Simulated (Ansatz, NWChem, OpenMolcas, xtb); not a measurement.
Ligand exchange: SiH(CH3)F2 + C2H8OSi2 → Si(CH3)(SiH3)F2 + C2H6OSi

Species: SiH(CH3)F2, singlet; C2H8OSi2 `C=C[SiH2]O[SiH3]`, singlet; Si(CH3)(SiH3)F2, singlet; C2H6OSi `C=C[SiH2]O`, singlet. The partners trade H for SiH3: Si–H and O–SiH3 bonds give way to Si–SiH3 and O–H.

Shapes, held fixed at every level: PBE0-D4/def2-TZVP. Flexible molecules stand in one conformer, not always the lowest. Programs: Ansatz 0.2.0, NWChem 7.3.0, OpenMolcas 26.06, xtb 6.7.1. A level may come from different programs for different species; with the same settings they agree closely. The zero-point and thermal change to 298 K, harmonic and unscaled (PBE0-D4/def2-TZVP), is +2.0 kJ/mol.

```json
{"level": "GFN1-xTB", "kind": "semi-empirical", "ΔH(298 K) (kJ/mol)": "+268.6", "less CCSD(T)/CBS estimate": "+148.3"}
{"level": "r2SCAN-D4/def2-TZVPP", "kind": "meta-GGA", "ΔH(298 K) (kJ/mol)": "+111.0", "less CCSD(T)/CBS estimate": "-9.3"}
{"level": "B3LYP/6-31G* (Cartesian functions)", "kind": "global hybrid", "ΔH(298 K) (kJ/mol)": "+107.4", "less CCSD(T)/CBS estimate": "-12.9"}
{"level": "PBE0-D4/def2-TZVPP", "kind": "global hybrid", "ΔH(298 K) (kJ/mol)": "+100.5", "less CCSD(T)/CBS estimate": "-19.8"}
{"level": "wB97M-V/def2-TZVPP", "kind": "range-separated hybrid", "ΔH(298 K) (kJ/mol)": "+119.8", "less CCSD(T)/CBS estimate": "-0.5"}
{"level": "B2PLYP/def2-TZVPP", "kind": "double hybrid", "ΔH(298 K) (kJ/mol)": "+122.8", "less CCSD(T)/CBS estimate": "+2.5"}
{"level": "MP2/def2-TZVPP", "kind": "perturbation theory", "ΔH(298 K) (kJ/mol)": "+128.6", "less CCSD(T)/CBS estimate": "+8.3"}
{"level": "CCSD/def2-SVP", "kind": "coupled cluster or CI", "ΔH(298 K) (kJ/mol)": "+119.0", "less CCSD(T)/CBS estimate": "-1.3"}
{"level": "CCSD(T)/CBS estimate", "kind": "coupled cluster or CI", "ΔH(298 K) (kJ/mol)": "+120.3", "less CCSD(T)/CBS estimate": "0.0"}
```

The highest level, CCSD(T)/CBS estimate, gives ΔH(298 K) = +120.3 kJ/mol; the levels span +100.5 to +268.6. GFN1-xTB strays far from the other rows. The column of differences is taken from that level and isn't an error. No measured value is set beside it here. The CBS estimate extrapolates MP2 from def2-TZVPP and def2-QZVPP and adds CCSD(T) − MP2 in the triple-zeta set, cores frozen.
